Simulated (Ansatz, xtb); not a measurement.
## Two isomers of C5H6BP

Structure a is `BC1=CC=PC=C1`, a singlet and structure b is `BC1=CC=CC=P1`, a singlet. Both are isolated molecules in the gas phase, relaxed with B3LYP-D3(BJ)/def2-SVP; the shapes shown needn't be the lowest conformers.

a (Å):

```xyz
13

C    -0.6190   -0.1030   -0.5685
C    -0.4059    1.1968   -0.0491
C     0.4219    2.1546   -0.6252
C     0.9040    0.2950   -2.4935
C     0.0352   -0.5045   -1.7582
B    -1.5620   -1.0797    0.1604
P     1.3471    1.9334   -2.0881
H    -2.1221   -0.7415    1.1750
H    -1.7464   -2.1891   -0.2789
H    -0.9353    1.4582    0.8734
H     0.5085    3.1286   -0.1315
H     1.3520   -0.1252   -3.4004
H    -0.1632   -1.5197   -2.1182
```

b (Å):

```xyz
13

C    -1.1733   -0.0310   -0.5547
C    -0.5185    1.2172   -0.4864
C     0.7603    1.4670   -0.9819
C     1.5327    0.4784   -1.6088
C     1.1013   -0.8350   -1.7951
B    -2.5918   -0.1979    0.0267
P    -0.4469   -1.4571   -1.2873
H    -3.1452    0.7448    0.5433
H    -3.1590   -1.2617   -0.0275
H    -1.0554    2.0451   -0.0101
H     1.1799    2.4709   -0.8793
H     2.5282    0.7589   -1.9698
H     1.7822   -1.5310   -2.2972
```

Quicker runs give these differences E(b) − E(a): GFN2-xTB +0.86 kcal/mol; HF/STO-3G +0.88 kcal/mol (at GFN2-xTB geometries); r2SCAN-D4/def2-SVP −0.96 kcal/mol (at GFN2-xTB geometries).

Task: Which of the two would you expect CCSD(T)/def2-SVP + ΔMP2/def2-TZVPP electronic energies to favour?

Result: Too close to call at this level: CCSD(T)/def2-SVP + ΔMP2/def2-TZVPP gives E(b) − E(a) = −0.89 kcal/mol.

The same difference at several levels:

```tsv
level	geometry	E(b) − E(a) (kcal/mol)	departure from the last row (kcal/mol)	job, with rough time for the two
GFN2-xTB	GFN2-xTB	+0.86	+1.75	optimisation, 0.21 s
HF/STO-3G	GFN2-xTB	+0.88	+1.77	single point, 0.88 s
r2SCAN-D4/def2-SVP	GFN2-xTB	−0.96	−0.06	single point, 5.4 s
B3LYP-D3(BJ)/def2-SVP	B3LYP-D3(BJ)/def2-SVP	−0.85	+0.04	optimisation, 48 s
HF/def2-SVP	B3LYP-D3(BJ)/def2-SVP	−0.94	−0.04	part of the CCSD(T) run
MP2/def2-SVP	B3LYP-D3(BJ)/def2-SVP	−1.24	−0.35	part of the CCSD(T) run
CCSD(T)/def2-SVP	B3LYP-D3(BJ)/def2-SVP	−0.98	−0.09	single point
CCSD(T)/def2-SVP + ΔMP2/def2-TZVPP	B3LYP-D3(BJ)/def2-SVP	−0.89		single point, 76 s
```

As drawn, both hold the same kinds of bond in the same numbers.

The largest departure from CCSD(T)/def2-SVP + ΔMP2/def2-TZVPP is that of HF/STO-3G, 1.77 kcal/mol. The last row adds to CCSD(T) the change of the MP2 difference between the two basis sets, here +0.09 kcal/mol.

With thermal terms from frequencies at re-optimised GFN2-xTB minima (ideal gas, soft modes damped towards free rotors, one conformer each, 298.15 K, 1 atm): the zero-point term adds −0.01 kcal/mol; ΔH is −0.86 and ΔG −1.35 kcal/mol.

The correlated steps freeze 11 core orbitals. Programs: Ansatz 0.2.0, xtb 6.7.1; the last row on 2 threads of Intel(R) Xeon(R) Platinum 8259CL CPU @ 2.50GHz (Skylake/Cascade Lake) on a shared host.
